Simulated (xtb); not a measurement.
CH4Al, charge +1, singlet, at a GFN2-xTB geometry (such geometries of metal compounds can be far from the true shape); xtb 6.7.1 with GFN0-xTB.

The xtb input:
```
$ xtb mol.xyz --gfn 0 --chrg 1 --ohess --json

# file mol.xyz
6

Al    -0.40372811    -0.55969075    -0.27304843
C      0.65342966     0.90115300     0.44330368
H      0.44037702     1.04689505     1.51606011
H      0.41166303     1.83511119    -0.09217770
H      1.73122440     0.69743419     0.32373917
H     -1.25537700    -1.71037874    -0.85781407
```

The log (banner, timings and long lists left out):

```
   ID    Z sym.   atoms
    1   13 Al     1
    2    6 C      2
    3    1 H      3-6

           -------------------------------------------------
          |                Calculation Setup                |
           -------------------------------------------------

           -------------------------------------------------
          |                 G F N 0 - x T B                 |
           -------------------------------------------------

          ...................................................
          :                      SETUP                      :
          :.................................................:
          :  # basis functions                  22          :
          :  # atomic orbitals                  21          :
          :  # shells                           13          :
          :  # electrons                        10          :
          :  electronic temp.          300.0000000     K    :
          :  accuracy                    1.0000000          :
          :  -> integral cutoff          0.2500000E+02      :
          :  -> integral neglect         0.1000000E-07      :
          ...................................................

         :::::::::::::::::::::::::::::::::::::::::::::::::::::
         ::                     SUMMARY                     ::
         :::::::::::::::::::::::::::::::::::::::::::::::::::::
         :: total energy              -3.914368588644 Eh    ::
         :: gradient norm              0.014910654854 Eh/a0 ::
         :: HOMO-LUMO gap              3.745067990327 eV    ::
         ::.................................................::
         :: H0 energy                 -5.316868285122 Eh    ::
         :: repulsion energy           0.066765216635 Eh    ::
         :: electrostat energy         1.336277676545 Eh    ::
         :: -> Gsolv                   0.000000000000 Eh    ::
         ::    -> Gsasa                0.000000000000 Eh    ::
         ::    -> Gshift               0.000000000000 Eh    ::
         :: dispersion energy         -0.000543196702 Eh    ::
         :: short-range corr.          0.000000000000 Eh    ::
         :: add. restraining           0.000000000000 Eh    ::
         :: total charge               1.000000000000 e     ::
         :::::::::::::::::::::::::::::::::::::::::::::::::::::

      -----------------------------------------------------------
     |                   =====================                   |
     |                        A N C O P T                        |
     |                   =====================                   |
     |               Approximate Normal Coordinate               |
     |                Rational Function Optimizer                |
      -----------------------------------------------------------
      -----------------------------------------------------------
     |                   =====================                   |
     |                        A N C O P T                        |
     |                   =====================                   |
     |               Approximate Normal Coordinate               |
     |                Rational Function Optimizer                |
      -----------------------------------------------------------

          ...................................................
          :                      SETUP                      :
          :.................................................:
          :   optimization level            normal          :
          :   max. optcycles                   200          :
          :   ANC micro-cycles                  20          :
          :   degrees of freedom                12          :
          :.................................................:
          :   RF solver                   davidson          :
          :   write xtbopt.log                true          :
          :   linear?                        false          :
          :   energy convergence         0.5000000E-05 Eh   :
          :   grad. convergence          0.1000000E-02 Eh/α :
          :   maxmium RF displ.          1.0000000          :
          :   Hlow (freq-cutoff)         0.1000000E-01      :
          :   Hmax (freq-cutoff)         5.0000000          :
          :   S6 in model hess.         20.0000000          :
          ...................................................

generating ANC from exact Hessian ...
Using Lindh-Hessian (1995)
 Shifting diagonal of input Hessian by    8.9643796493787658E-003
 Lowest  eigenvalues of input Hessian
    0.000000    0.000000    0.000000    0.000000    0.000000    0.000000
    0.010000    0.019267    0.041404    0.047546    0.067776    0.110410
    0.110669    0.211961    0.459475    0.833770    1.023283    1.024151
 Highest eigenvalues
    0.110669    0.211961    0.459475    0.833770    1.023283    1.024151

........................................................................
.............................. CYCLE    1 ..............................
........................................................................
 * total energy  :    -3.9143686 Eh     change        0.0000000E+00 Eh
   gradient norm :     0.0149107 Eh/α   predicted     0.0000000E+00 (   0.00%)
   displ. norm   :     0.0377097 α      lambda       -0.4870878E-03
   maximum displ.:     0.0300555 α      in ANC's #9, #5, #8, ...

........................................................................
.............................. CYCLE    2 ..............................
........................................................................
 * total energy  :    -3.9147275 Eh     change       -0.3589058E-03 Eh
   gradient norm :     0.0077291 Eh/α   predicted    -0.2438894E-03 ( -32.05%)
   displ. norm   :     0.0330161 α      lambda       -0.2305723E-03
   maximum displ.:     0.0275636 α      in ANC's #9, #5, #10, ...

........................................................................
[...]
 * total energy  :    -3.9148500 Eh     change       -0.1224807E-03 Eh
 * total energy  :    -3.9148536 Eh     change       -0.3658437E-05 Eh
   *** GEOMETRY OPTIMIZATION CONVERGED AFTER 4 ITERATIONS ***
         :: total energy              -3.914853633629 Eh    ::
[...]
     6   1 H        0.870     0.177     1.228     1.735

 Mol. C6AA /au·bohr⁶  :        599.833407
 Mol. C8AA /au·bohr⁸  :      36865.593414
 Mol. α(0) /au        :         50.193797

Wiberg/Mayer (AO) data.
largest (>0.10) Wiberg bond orders for each atom

 ---------------------------------------------------------------------------
     #   Z sym  total        # sym  WBO       # sym  WBO       # sym  WBO
 ---------------------------------------------------------------------------
     1  13 Al   2.251 --     2 C    1.161     6 H    0.868
     2   6 C    3.939 --     1 Al   1.161     5 H    0.909     3 H    0.909
Refinement of some symmetry elements was terminated before convergence was reached.
Some symmetry elements may remain unidentified.
Molecule has the following symmetry elements: (C3) 3*(sigma)
It seems to be the C3v point group
                             4 H    0.908
     3   1 H    0.980 --     2 C    0.909
     4   1 H    0.980 --     2 C    0.908
     5   1 H    0.980 --     2 C    0.909
     6   1 H    0.921 --     1 Al   0.868
 ---------------------------------------------------------------------------

Topologies differ in total number of bonds
Writing topology from bond orders to xtbtopo.mol

 dipole moment from electron density (au)
     X       Y       Z
   0.0635   0.0631   0.0503  total (Debye):    0.261

           -------------------------------------------------
          |               Frequency Printout                |
           -------------------------------------------------
 projected vibrational frequencies (cm⁻¹)
eigval :       -0.00    -0.00     0.00     0.00     0.00     0.00
eigval :      134.18   134.73   490.49   490.55   571.98  1163.58
eigval :     1423.76  1423.96  1438.47  2956.21  2980.99  2983.07
 reduced masses (amu)
   1: 19.67   2:  8.72   3: 23.52   4: 17.10   5:  9.34   6:  8.34   7:  2.88   8:  2.88
   9:  3.82  10:  3.81  11: 15.45  12:  3.02  13:  1.72  14:  1.72  15:  1.96  16:  1.22
  17:  1.96  18:  1.96
 IR intensities (km·mol⁻¹)
   1:  2.19   2:  9.06   3: 11.41   4: 19.42   5: 14.68   6: 13.01   7: 40.32   8: 40.26
   9:  9.69  10:  9.76  11:  3.82  12:194.90  13: 41.49  14: 41.91  15:140.05  16: 57.77
  17: 56.31  18: 56.41
 Raman intensities (Ä⁴*amu⁻¹)
   1:  0.00   2:  0.00   3:  0.00   4:  0.00   5:  0.00   6:  0.00   7:  0.00   8:  0.00
   9:  0.00  10:  0.00  11:  0.00  12:  0.00  13:  0.00  14:  0.00  15:  0.00  16:  0.00
  17:  0.00  18:  0.00
 output can be read by thermo (or use thermo option).
 writing <g98.out> molden fake output.
 recommended (thermochemical) frequency scaling factor: 1.0
           -------------------------------------------------
          |             Thermodynamic Functions             |
           -------------------------------------------------

c3v symmetry found (for desy threshold:  0.10E+00) used in thermo

          ...................................................
          :                      SETUP                      :
          :.................................................:
          :  # frequencies                          12      :
          :  # imaginary freq.                       0      :
          :  linear?                             false      :
          :  only rotor calc.                    false      :
          :  symmetry                              c3v      :
          :  rotational number                       3      :
          :  scaling factor                  1.0000000      :
          :  rotor cutoff                   50.0000000 cm⁻¹ :
          :  imag. cutoff                  -20.0000000 cm⁻¹ :
          :.................................................:

    mode    ω/cm⁻¹     T·S(HO)/kcal·mol⁻¹    T·S(FR)/kcal·mol⁻¹   T·S(vib)
   ------------------------------------------------------------------------
       1    134.18    -0.86025 ( 98.11%)    -0.76293 (  1.89%)    -0.85841
       2    134.73    -0.85791 ( 98.14%)    -0.76173 (  1.86%)    -0.85612
   ------------------------------------------------------------------------

   temp. (K)  partition function   enthalpy   heat capacity  entropy
                                   cal/mol     cal/K/mol   cal/K/mol   J/K/mol
 298.15  VIB   5.74                 1267.135      7.956      7.712
         ROT  0.207E+04              888.752      2.981     18.154
         INT  0.119E+05             2155.887     10.937     25.865
         TR   0.273E+27             1481.254      4.968     37.187
         TOT                        3637.1409    15.9047    63.0524   263.8113

       T/K    H(0)-H(T)+PV         H(T)/Eh          T*S/Eh         G(T)/Eh
   ------------------------------------------------------------------------
    298.15    0.579615E-02    0.426842E-01    0.299582E-01    0.127259E-01
   ------------------------------------------------------------------------

         :::::::::::::::::::::::::::::::::::::::::::::::::::::
         ::                  THERMODYNAMIC                  ::
         :::::::::::::::::::::::::::::::::::::::::::::::::::::
         :: total free energy          -3.902127708135 Eh   ::
         ::.................................................::
         :: total energy               -3.914853633629 Eh   ::
         :: zero point energy           0.036888008035 Eh   ::
         :: G(RRHO) w/o ZPVE           -0.024162082540 Eh   ::
         :: G(RRHO) contrib.            0.012725925494 Eh   ::
         :::::::::::::::::::::::::::::::::::::::::::::::::::::

optimized geometry written to: xtbopt.xyz

           -------------------------------------------------
          | TOTAL ENERGY               -3.914853633629 Eh   |
          | TOTAL ENTHALPY             -3.872169472650 Eh   |
          | TOTAL FREE ENERGY          -3.902127708135 Eh   |
          | GRADIENT NORM               0.000225481080 Eh/α |
          | HOMO-LUMO GAP               3.743562028472 eV   |
           -------------------------------------------------

normal termination of xtb
```
